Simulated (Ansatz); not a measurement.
GaO3H3. The state is a singlet with charge 0. Geometry PBE-D4/def2-SVP; atoms count from 1.

Cartesian coordinates in Å:
```
Ga -0.268 -0.669 0.861
O 0.131 0.466 -1.502
O 1.131 0.383 1.245
O -0.835 -0.451 -0.882
H -0.988 -1.682 1.791
H 1.323 0.858 0.407
H -0.494 1.095 -1.920
```

The structure holds 1 bond(s) between oxygen atoms. Another isomer (singlet) lies 3.83 eV lower at PBE0-D4/def2-TZVP; other spin states weren't run for this one.

Q: Estimate the Mulliken populations from the PBE0/def2-TZVP orbitals of Ansatz.

A: 
| atom | charge (e) |
| --- | --- |
| Ga1 | 0.59 |
| O2 | -0.35 |
| O3 | -0.56 |
| O4 | -0.33 |
| H5 | -0.02 |
| H6 | 0.33 |
| H7 | 0.34 |
Mulliken values and Mayer orders depend strongly on the basis.

Q: And the Mayer bond orders between bonded heavy atoms (over 0.3)?

A: Ga1–O3 1.16 (1.79 Å); Ga1–O4 0.94 (1.85 Å); O2–O4 0.87 (1.47 Å).
